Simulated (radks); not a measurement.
Spherical jellium clusters: N electrons in a uniform positive sphere of charge N and radius rs N^(1/3), rs = 2.63 bohr. Method: non-relativistic Kohn-Sham, LDA (Slater exchange, Perdew-Wang correlation), spin-polarised, spherical densities; computed with a radial shooting solver with Libxc functionals. Levels are named by radial order and angular momentum (1s, 1p, 1d, 2s, ...), and open shells are averaged over m.

N = 14, configuration 1s2 1p6 1d(up 5, down 0) 2s(up 1, down 0). This is the lowest configuration that the search found. Occupied and some empty levels:

level,occupation,eigenvalue (eV),<r> (bohr)
1s up,1,-8.6739,4.017
1s down,1,-7.8329,3.990
1p up,3,-6.4924,4.935
1p down,3,-5.6226,4.933
1d up,5,-3.9432,5.737
2s up,1,-3.2401,5.493
1d down,0,-3.0788,5.834
2s down,0,-2.4884,5.881
1f up,0,-1.2678,6.800
2p up,0,-1.0803,8.105
2p down,0,-0.66619,9.102
1f down,0,-0.52695,7.302

Energy (eV): total -16.5185, kinetic 50.990, external -968.79, Hartree 466.97, exchange-correlation -70.533, background 504.85.

Electron density:

r (bohr),n(r) (e/bohr^3)
0.217,0.01388
1.03,0.01357
1.85,0.01334
2.67,0.01360
3.49,0.01386
4.31,0.01294
5.12,0.01015
5.94,0.006349
6.76,0.003204
7.58,0.001418
8.39,0.0005846
9.21,0.0002317
10.0,0.00009000
10.8,0.00003445
